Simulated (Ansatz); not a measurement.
Reaction (ligand exchange at the Si–N bond): `CN[SiH](S)Cl` + `O[SiH3]` → `[SiH3]O[SiH](S)Cl` + CH₃NH₂

Calculated with Ansatz (gas phase, PBE0-D4/def2-TZVP geometries, no zero-point term in ΔE). CBS: MP2 limit from def2 TZ/QZ plus the TZ coupled-cluster correction, frozen cores. Functionals use def2-TZVPP. One conformer a species, not always the lowest.

(1) Is it downhill or uphill in electronic energy at CCSD(T)/CBS, and by how much? (An estimate is asked.)

(2) What do these levels give: r2SCAN-D4, PBE0-D4, PBE, HF/def2-TZVPP, MP2/def2-TZVPP, SCS-MP2/def2-TZVPP, CCSD(T)/def2-TZVPP, HF/def2-QZVPP, MP2/def2-QZVPP, SCS-MP2/def2-QZVPP, HF/CBS(def2), CCSD/CBS(def2)? (An estimate is asked.)

Largest T1 diagnostic among the species: 0.011.

Answers

(1) The calculation gave: Downhill: ΔE = -12.3 kcal/mol.

(2) The calculation gave: r2SCAN-D4 -12.1, PBE0-D4 -11.3, PBE -10.5, HF/def2-TZVPP -15.6, MP2/def2-TZVPP -11.9, SCS-MP2/def2-TZVPP -12.7, CCSD(T)/def2-TZVPP -12.5, HF/def2-QZVPP -16.0, MP2/def2-QZVPP -11.9, SCS-MP2/def2-QZVPP -12.7, HF/CBS(def2) -16.1, CCSD/CBS(def2) -12.8 kcal/mol.

In def2-TZVPP, CCSD(T) changes the Hartree–Fock value by +3.1 kcal/mol (the triples alone add +0.5 kcal/mol) and MP2 by +3.8 kcal/mol. From PBE to PBE0 (25 % exact exchange), in def2-TZVPP and without D4, ΔE moves by −0.7 kcal/mol.
